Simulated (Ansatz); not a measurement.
Reactions of `OCBO[SiH3]`.

Program: Ansatz. Geometries: PBE0-D4/def2-TZVP. ΔE: electronic, gas phase. CBS: MP2 limit from def2 TZ/QZ plus the TZ coupled-cluster correction, frozen cores. This one scheme is used for every species. Functionals use def2-TZVPP. B3LYP here is the variant with VWN-RPA as its local correlation; programs differ in this. Elements past krypton have def2 core potentials. For Ge, Mg, Sc, Sn outer-core shells are correlated without core-valence functions, which leaves a few kJ/mol of doubt a bond. Scalar relativity is left out up to krypton. Each species was taken in one conformer, which may not be the lowest.

```csv
reaction,CCSD(T)/CBS(def2) (kcal/mol)
`OCBO[SiH3]` + `[OH][GeH]([OH])[F]` → `OCBF` + `[OH][GeH]([OH])[O][SiH3]`,1.4
`OCBO[SiH3]` + `CBO` → `CBOCO` + `BO[SiH3]`,?
`OCBO[SiH3]` + `[OH][Mg][N]([SiH3])[SiH3]` → `[SiH3][O][Mg][N]([SiH3])[SiH3]` + `OBCO`,?
`OCBO[SiH3]` + `[CH2]1[NH][GeH2]1` → `[SiH3][CH]1[NH][GeH2]1` + `OBCO`,16.4
`OCBO[SiH3]` + H₂S → `OCS` + `BO[SiH3]`,11.8
`OCBO[SiH3]` + `CCSCN` → `CCBO[SiH3]` + `NCSCO`,-3.7
`OCBO[SiH3]` + `S[SiH2]S` → `[SiH3]S[SiH2]S` + `OBCO`,2.6
`OCBO[SiH3]` + `[OH][SnH2][Cl]` → `[SiH3][O][SnH2][Cl]` + `OBCO`,-6.9
`OCBO[SiH3]` + `NB(O)Cl` → `OBCO` + `NB(Cl)O[SiH3]`,-1.5
`OCBO[SiH3]` + `[OH][Sc]([F])[F]` → `[F][Sc]([F])[O][SiH3]` + `OBCO`,?
```

Q: Fill in the missing values. (Estimate.)

A: The calculation gave: `OCBO[SiH3]` + `CBO` → `CBOCO` + `BO[SiH3]`: +11.7 kcal/mol; `OCBO[SiH3]` + `[OH][Mg][N]([SiH3])[SiH3]` → `[SiH3][O][Mg][N]([SiH3])[SiH3]` + `OBCO`: -11.8 kcal/mol; `OCBO[SiH3]` + `[OH][Sc]([F])[F]` → `[F][Sc]([F])[O][SiH3]` + `OBCO`: -8.6 kcal/mol.

Largest T1 diagnostic: 0.017, for `[OH][Sc]([F])[F]`.
